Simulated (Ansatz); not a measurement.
`[CH3][Al-]([SH2+])([Cl])[Cl]` → Al• + C• + 2 Cl• + 5 H• + S•  (atomization)

Gas-phase electronic energies from Ansatz, PBE0-D4/def2-TZVP geometries. CCSD(T)/CBS is the MP2 limit (def2-TZVPP, def2-QZVPP) plus CCSD(T) − MP2 in def2-TZVPP, frozen cores. This one scheme is used for every species, atoms too. Functionals use def2-TZVPP. HSE06 is defined as in plane-wave codes. Open shells (•) are unrestricted, without spin–orbit coupling. Spin–orbit coupling would lower the free atoms: a little for Al, C, Cl, S. Each species was taken in one conformer, which may not be the lowest.

`[CH3][Al-]([SH2+])([Cl])[Cl]`:

Cartesian coordinates in Å:
```
C 1.077 -0.936 -0.303
Al 0.401 0.630 0.623
S -2.000 0.817 -0.098
Cl -0.006 0.482 2.700
Cl 0.971 2.551 -0.077
H 0.537 -1.844 -0.018
H 1.021 -0.826 -1.390
H 2.130 -1.096 -0.050
H -2.336 -0.478 0.037
H -1.796 0.700 -1.423
```

```csv
level,ΔE (kcal/mol)
PBE0-D4,782.6
HSE06-D4,783.1
```

**Question.** What does CCSD(T)/CBS give? (An estimate is asked.)

**Answer.** The calculation gave: +786.8 kcal/mol. The listed levels differ from it by -4.2, -3.7 kcal/mol.

**Question.** What do rigid-rotor, harmonic-oscillator terms from PBE0-D4/def2-TZVP frequencies (298.15 K, 1 bar) make of the CCSD(T)/CBS value? (An estimate is asked.)

**Answer.** Computed: ΔZPE = -35.9 kcal/mol, ΔH = +759.1 kcal/mol, ΔS = 994 J/(mol·K), ΔG = +688.3 kcal/mol. Open shells count their whole term as degenerate.

Largest T1 diagnostic among the species: 0.018.

At CCSD(T), def2-SVP lies −49.2 kcal/mol from the extrapolated value and def2-TZVPP −21.9 kcal/mol: correlation converges slowly with the basis, and small sets miss more of it in the bonded molecule than in its fragments. From BLYP to BHLYP (50 % exact exchange), in def2-TZVPP and without D4, ΔE moves by −1.2 kcal/mol: exact exchange takes away binding that semilocal exchange gives to molecules. In def2-TZVPP, CCSD(T) changes the Hartree–Fock value by +171.6 kcal/mol (the triples alone add +10.9 kcal/mol) and MP2 by +183.2 kcal/mol; breaking electron pairs costs correlation energy, which Hartree–Fock lacks.

For atomizations the MP2-based limit and the directly extrapolated one differ by several kJ/mol either way, and by 10 to 25 for some Ge, Se and Sn compounds, so smaller differences from it don't rank the levels.
